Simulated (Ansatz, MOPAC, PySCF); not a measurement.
Species: BNH3, charge 0, multiplicity 2. SMILES: [BH]N
Coordinates optimised at B3LYP-D3(BJ)/def2-TZVP (Ansatz, a first-principles code):
```
N
H 1 1.0078
H 1 1.0126 2 112.87
B 1 1.3753 2 123.32 3 -180.00
H 4 1.1913 1 125.43 2 180.00
```
Charge 0, spin multiplicity 2.

Property: size of the dipole moment, in D. Terms: 6-31G* and kin with 6d, 5d where marked; LANL2DZ all-electron up to Ne; dispersion terms only where a functional's name holds one; 6-311+G** with 5d; UHF or UKS for open shells; non-relativistic; no spin-orbit coupling. First-principles rows: single points at B3LYP-D3(BJ) geometries (Ansatz). Semi-empirical rows: dipoles at the shared geometry.

```json
[
 {"level": "AM1", "program": "MOPAC", "size of the dipole moment (D)": "1.71"},
 {"level": "PM3", "program": "MOPAC", "size of the dipole moment (D)": "3.11"},
 {"level": "PM6", "program": "MOPAC", "size of the dipole moment (D)": "2.46"},
 {"level": "SVWN5/6-31G*", "program": "Ansatz", "size of the dipole moment (D)": "2.48"},
 {"level": "PBE/3-21G", "program": "Ansatz", "size of the dipole moment (D)": "2.73"},
 {"level": "PBE/LANL2DZ", "program": "Ansatz", "size of the dipole moment (D)": "2.70"},
 {"level": "PBE/6-31G*", "program": "Ansatz", "size of the dipole moment (D)": "2.40"},
 {"level": "BLYP/6-31G*", "program": "Ansatz", "size of the dipole moment (D)": "2.35"},
 {"level": "BP86/6-31G* (5d)", "program": "PySCF", "size of the dipole moment (D)": "2.40"},
 {"level": "B3LYP/STO-3G", "program": "Ansatz", "size of the dipole moment (D)": "1.99"},
 {"level": "B3LYP/3-21G", "program": "Ansatz", "size of the dipole moment (D)": "2.61"},
 {"level": "B3LYP/6-31G", "program": "Ansatz", "size of the dipole moment (D)": "2.33"},
 {"level": "B3LYP/6-31G*", "program": "Ansatz", "size of the dipole moment (D)": "2.29"},
 {"level": "M06-2X/6-311+G**", "program": "PySCF", "size of the dipole moment (D)": "2.21"}
]
```

No value to compare with is used here. The 14 habitual levels span 1.71 (AM1) to 3.11 D (PM3).

The levels are drawn from those run, B3LYP/6-31G* more often than the rest, none by its result; runs whose electronic state is in doubt are left out.
